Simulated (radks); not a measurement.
Species: Au+. Configuration: [Xe] 4f13.5 5d10 6s0.5 (fractional occupations, a model configuration).

Calculated with a radial shooting solver on a logarithmic mesh with Libxc functionals: scalar-relativistic Kohn-Sham, BLYP, spin-polarised, spherical densities, finite nucleus; open shells are filled with parallel spins first (spin-orbit coupling, left out, can overturn this in heavy ions); Fermi nuclear charge, rms radius 5.4371 fm.

Energy parts (hartree):
part                       energy
total                 -19006.8225
kinetic                21255.2571
electron-nucleus      -47240.5834
Hartree                 7341.0522
exchange-correlation    -362.5484

Orbitals (lengths in bohr, moments of r in powers of bohr; <r^-3> diverges for s and p1/2; r(max) is where P^2 peaks; r(90%) holds 90 % of the orbital's charge):
| orbital | occ. | eigenvalue (hartree) | r(90%) | <r^-3> | r(max) | <1/r> |
|---|---|---|---|---|---|---|
| 1s up | 1 | -2968.074 | 0.0308 | - | 0.01042 | 95.70 |
| 1s down | 1 | -2968.073 | 0.0308 | - | 0.01042 | 95.70 |
| 2s up | 1 | -524.2379 | 0.111 | - | 0.06018 | 22.44 |
| 2s down | 1 | -524.2372 | 0.111 | - | 0.06018 | 22.44 |
| 2p up | 3 | -453.4591 | 0.105 | 25490 | 0.04981 | 19.97 |
| 2p down | 3 | -453.4585 | 0.105 | 25490 | 0.04981 | 19.97 |
| 3s up | 1 | -124.2398 | 0.270 | - | 0.1697 | 8.320 |
| 3s down | 1 | -124.2257 | 0.270 | - | 0.1697 | 8.321 |
| 3p up | 3 | -103.7003 | 0.277 | 5828 | 0.1690 | 7.592 |
| 3p down | 3 | -103.6860 | 0.277 | 5829 | 0.1690 | 7.593 |
| 3d up | 5 | -81.70870 | 0.260 | 724.0 | 0.1376 | 7.145 |
| 3d down | 5 | -81.69768 | 0.260 | 724.1 | 0.1376 | 7.146 |
| 4s up | 1 | -27.43306 | 0.583 | - | 0.3825 | 3.571 |
| 4s down | 1 | -27.40891 | 0.583 | - | 0.3825 | 3.571 |
| 4p up | 3 | -20.68459 | 0.627 | 1409 | 0.4025 | 3.227 |
| 4p down | 3 | -20.66139 | 0.628 | 1408 | 0.4025 | 3.226 |
| 4d up | 5 | -12.57349 | 0.681 | 153.3 | 0.4098 | 2.894 |
| 4d down | 5 | -12.55095 | 0.682 | 153.2 | 0.4098 | 2.894 |
| 4f up | 7 | -3.57090 | 0.791 | 29.83 | 0.3739 | 2.480 |
| 4f down | 6.5 | -3.54830 | 0.792 | 29.79 | 0.3741 | 2.478 |
| 5s up | 1 | -4.42967 | 1.32 | - | 0.8436 | 1.473 |
| 5s down | 1 | -4.42154 | 1.32 | - | 0.8441 | 1.472 |
| 5p up | 3 | -2.62008 | 1.54 | 242.9 | 0.9459 | 1.252 |
| 5p down | 3 | -2.61392 | 1.54 | 242.5 | 0.9465 | 1.251 |
| 5d up | 5 | -0.62586 | 2.39 | 14.28 | 1.194 | 0.8629 |
| 5d down | 5 | -0.61864 | 2.38 | 14.35 | 1.193 | 0.8650 |
| 6s up | 0.5 | -0.51673 | 3.82 | - | 2.212 | 0.4869 |
| 6s down | 0 | -0.50433 | 3.85 | - | 2.211 | 0.4854 |

The highest occupied level is 6s up at -14.061 eV. The density falls to 0.001 e/bohr^3 at r = 3.87 bohr. Summed over all electrons, <r^2> = 49.92 bohr^2, which gives a Langevin (diamagnetic) susceptibility term of -39.5 x 10^-6 cm^3/mol.
